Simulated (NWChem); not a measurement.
# MoSOCl2; SMILES [O]=[Mo](=[S])([Cl])[Cl]

def2 effective core potentials on Mo; no spin-orbit coupling.

Problem. Give the equilibrium geometry at PBE0/def2-SVP with def2 effective core potentials on Mo (NWChem) as an XYZ file, with the point group.

Solution. point group Cs; any orientation.
```
5

Mo     0.0326     0.2092     0.0000
O      0.1220     1.8616     0.0000
S      2.0027    -0.5139     0.0000
Cl    -1.0019    -0.4785    -1.8781
Cl    -1.0019    -0.4785     1.8781
```
